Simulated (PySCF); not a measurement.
Job file and geometry (Å, from GFN2-xTB) of an NMR shielding run on SMILES C=NC[B@@H-]([NH3+])C[SiH2]C, C4H15BN2Si, GIAO PBE0/pcSseg-1 NMR shielding, non-relativistic, gas phase in PySCF 2.14.0, density-fitted response routines; density fitting, a coarse starting grid and PySCF grid level 2 are the driver's defaults:

```
$ OMP_NUM_THREADS=1 python probes_run.py task.json out

{"job": {"kind": "nmr", "xc": "PBE0", "basis": "pcSseg-1"}, "charge": 0, "multiplicity": 1}
C     -2.405169     1.241340    -0.610288
N     -2.330084     0.120425    -0.052199
C     -1.562098    -0.073789     1.135777
B     -0.364060    -1.148140     0.765042
N     -1.238688    -2.267884    -0.069718
C      0.712650    -0.549368    -0.285743
Si     1.820187     0.826821     0.394925
C      2.975154     1.460350    -0.981242
H     -1.955854     2.156650    -0.215169
H     -2.946167     1.325169    -1.544083
H     -2.233441    -0.524773     1.872803
H     -1.181839     0.867699     1.549374
H      0.111690    -1.670271     1.720600
H     -1.950711    -1.647310    -0.485880
H     -1.680893    -2.944830     0.541080
H     -0.688841    -2.738226    -0.779374
H      0.198186    -0.165749    -1.172730
H      1.367999    -1.349360    -0.645659
H      2.647692     0.336561     1.507865
H      1.048908     1.985196     0.876892
H      3.637489     0.678936    -1.342232
H      3.597090     2.272244    -0.617752
H      2.416049     1.835295    -1.833975
```

Problem. Write the output of this run.

Solution. 
```
coarse grid: 18480 points
cycle   1  E = -584.6398682635  dE =  5.948e-01  |g| = 6.044e-01  |ddm| = 4.044e+00
cycle   2  E = -584.5880223614  dE =  5.185e-02  |g| = 7.579e-01  |ddm| = 1.402e+00
cycle   3  E = -584.7380370367  dE = -1.500e-01  |g| = 1.483e-01  |ddm| = 8.529e-01
cycle   4  E = -584.7424279901  dE = -4.391e-03  |g| = 5.361e-02  |ddm| = 1.277e-01
cycle   5  E = -584.7430259968  dE = -5.980e-04  |g| = 1.227e-02  |ddm| = 4.694e-02
cycle   6  E = -584.7430603268  dE = -3.433e-05  |g| = 3.399e-03  |ddm| = 1.439e-02
cycle   7  E = -584.7430630027  dE = -2.676e-06  |g| = 7.481e-04  |ddm| = 3.516e-03
final grid: 170536 points
cycle   8  E = -584.7822209817  dE = -6.223e-05  |g| = 9.958e-03  |ddm| = 4.116e-02
cycle   9  E = -584.7822085758  dE =  1.241e-05  |g| = 1.237e-02  |ddm| = 2.085e-02
cycle  10  E = -584.7822454127  dE = -3.684e-05  |g| = 1.822e-03  |ddm| = 1.135e-02
cycle  11  E = -584.7822461204  dE = -7.076e-07  |g| = 4.571e-04  |ddm| = 1.402e-03
cycle  12  E = -584.7822461615  dE = -4.110e-08  |g| = 1.291e-04  |ddm| = 4.045e-04
cycle  13  E = -584.7822461652  dE = -3.788e-09  |g| = 3.144e-05  |ddm| = 1.390e-04
cycle  14  E = -584.7822461655  dE = -2.269e-10  |g| = 7.859e-06  |ddm| = 3.660e-05
converged SCF energy = -584.7822461655

GIAO shielding tensors (ppm)
atom      isotropic    diamagn.    paramagn.     s11        s22        s33       span
  0 C       34.741     254.794    -220.053    -63.145     49.916    117.451    180.596
  1 N     -131.874     330.595    -462.469   -474.416   -194.705    273.499    747.916
  2 C      126.301     251.558    -125.257     99.989    113.503    165.411     65.422
  3 B      117.439     186.347     -68.909    104.131    117.598    130.587     26.455
  4 N      217.896     319.335    -101.439    193.952    217.818    241.919     47.967
  5 C      182.189     257.013     -74.824    165.064    183.039    198.465     33.401
  6 Si     395.280     881.547    -486.268    356.300    391.539    438.000     81.699
  7 C      190.786     252.175     -61.389    187.303    188.091    196.963      9.660
  8 H       24.094      32.157      -8.063     20.734     24.006     27.541      6.807
  9 H       24.593      30.026      -5.433     22.979     23.480     27.321      4.343
 10 H       28.142      32.062      -3.920     25.478     26.559     32.388      6.910
 11 H       28.839      34.039      -5.200     25.678     28.904     31.935      6.257
 12 H       29.156      32.205      -3.049     26.136     29.813     31.520      5.384
 13 H       23.529      30.648      -7.119     13.646     21.772     35.169     21.523
 14 H       29.190      29.130       0.060     22.623     24.949     39.997     17.374
 15 H       30.157      31.355      -1.198     23.406     28.316     38.749     15.344
 16 H       32.519      36.915      -4.396     28.962     32.533     36.061      7.099
 17 H       32.411      34.644      -2.232     27.184     31.660     38.389     11.205
 18 H       27.620      30.638      -3.018     23.759     26.474     32.628      8.869
 19 H       27.589      31.832      -4.242     23.277     27.897     31.595      8.318
 20 H       31.702      30.174       1.528     27.245     29.483     38.378     11.133
 21 H       31.685      28.265       3.420     26.931     28.236     39.887     12.956
 22 H       31.785      31.978      -0.193     27.235     30.150     37.969     10.734
```

Size and cost of the density-fitted run: 218 basis functions, 39 s wall time on 1 thread of an Intel Xeon 6975P-C, shared host; peak memory 0.98 GiB.
